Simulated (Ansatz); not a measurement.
Geometry optimisation, RHF/def2-SVP (Ansatz).

input.yaml

```yaml
crystal:
  periodic: [false, false, false]
  atoms:
    - { symbol: Sn, position_ang: [-0.6461, -0.178023, -0.388542] }
    - { symbol: H, position_ang: [-0.098979, 1.169494, 2.174268] }
    - { symbol: Cl, position_ang: [1.464228, -0.94162, 0.184987] }
    - { symbol: Cl, position_ang: [-0.506724, 2.077928, -0.925088] }
    - { symbol: Cl, position_ang: [-1.271185, -1.349667, -2.302748] }
    - { symbol: "N", position_ang: [-2.058725, -0.523991, 1.073533] }
    - { symbol: H, position_ang: [-2.746308, -1.197488, 0.778454] }
    - { symbol: H, position_ang: [-2.528476, 0.318706, 1.358735] }
    - { symbol: H, position_ang: [-0.535831, 0.624661, 2.3056] }
basis:
  gaussian: { orbitals: def2-SVP }
hamiltonian:
  xc: hf
relax:
  f_tol: 0.03
  max_steps: 50
```

Command:

```bash
$ ansatz run input.yaml --threads 2 --pin off --max-ram 3072MiB --backend cpu --events-out ev --progress --plain --runs-dir out
```

**Question.** Where does it end, and by what steps?

**Answer.** The run converged. The force dipped under the threshold on the way, but the program's further checks kept it going. After 23 steps the energy has fallen by 0.244 eV; H9 moved furthest, 0.96 Å.

```json
{"step": "0", "energy less start (eV)": "0.0000", "largest force component (eV/Å)": "1.268", "accepted": "yes"}
{"step": "1", "energy less start (eV)": "-0.1573", "largest force component (eV/Å)": "0.176", "accepted": "yes"}
{"step": "2", "energy less start (eV)": "-0.2054", "largest force component (eV/Å)": "0.192", "accepted": "yes"}
{"step": "3", "energy less start (eV)": "-0.2276", "largest force component (eV/Å)": "0.244", "accepted": "yes"}
{"step": "4", "energy less start (eV)": "-0.2356", "largest force component (eV/Å)": "0.157", "accepted": "yes"}
{"step": "5", "energy less start (eV)": "-0.2379", "largest force component (eV/Å)": "0.101", "accepted": "yes"}
{"step": "6", "energy less start (eV)": "-0.2390", "largest force component (eV/Å)": "0.015", "accepted": "yes"}
{"step": "7", "energy less start (eV)": "-0.2393", "largest force component (eV/Å)": "0.067", "accepted": "yes"}
{"step": "8", "energy less start (eV)": "-0.2395", "largest force component (eV/Å)": "0.056", "accepted": "yes"}
{"step": "9", "energy less start (eV)": "-0.2394", "largest force component (eV/Å)": "0.118", "accepted": "no"}
{"step": "10", "energy less start (eV)": "-0.2398", "largest force component (eV/Å)": "0.018", "accepted": "yes"}
{"step": "11", "energy less start (eV)": "-0.2387", "largest force component (eV/Å)": "0.182", "accepted": "no"}
{"step": "12", "energy less start (eV)": "-0.2402", "largest force component (eV/Å)": "0.067", "accepted": "yes"}
{"step": "13", "energy less start (eV)": "-0.2400", "largest force component (eV/Å)": "0.172", "accepted": "no"}
{"step": "14", "energy less start (eV)": "-0.2406", "largest force component (eV/Å)": "0.034", "accepted": "yes"}
{"step": "15", "energy less start (eV)": "-0.2409", "largest force component (eV/Å)": "0.029", "accepted": "yes"}
{"step": "16", "energy less start (eV)": "-0.2412", "largest force component (eV/Å)": "0.061", "accepted": "yes"}
{"step": "17", "energy less start (eV)": "-0.2413", "largest force component (eV/Å)": "0.156", "accepted": "yes"}
{"step": "18", "energy less start (eV)": "-0.2419", "largest force component (eV/Å)": "0.096", "accepted": "yes"}
{"step": "19", "energy less start (eV)": "-0.2424", "largest force component (eV/Å)": "0.047", "accepted": "yes"}
{"step": "20", "energy less start (eV)": "-0.2433", "largest force component (eV/Å)": "0.084", "accepted": "yes"}
{"step": "21", "energy less start (eV)": "-0.2431", "largest force component (eV/Å)": "0.193", "accepted": "no"}
{"step": "22", "energy less start (eV)": "-0.2423", "largest force component (eV/Å)": "0.098", "accepted": "no"}
{"step": "23", "energy less start (eV)": "-0.2437", "largest force component (eV/Å)": "0.012", "accepted": "yes"}
```

```xyz
9
Properties=species:S:1:pos:R:3
Sn -0.739 -0.343 -0.595
H -0.183 1.740 2.645
Cl 1.346 -1.165 0.002
Cl -0.481 1.943 -0.953
Cl -1.382 -1.357 -2.583
N -2.114 -0.740 0.784
H -2.974 -1.139 0.454
H -2.291 -0.040 1.482
H -0.110 1.101 3.024
```

Whether the end is a true minimum wasn't checked by a vibrational analysis.

Time of the run: 54 s on 2 threads of Arm Neoverse V1 (shared host), peak memory 0.28 GiB.
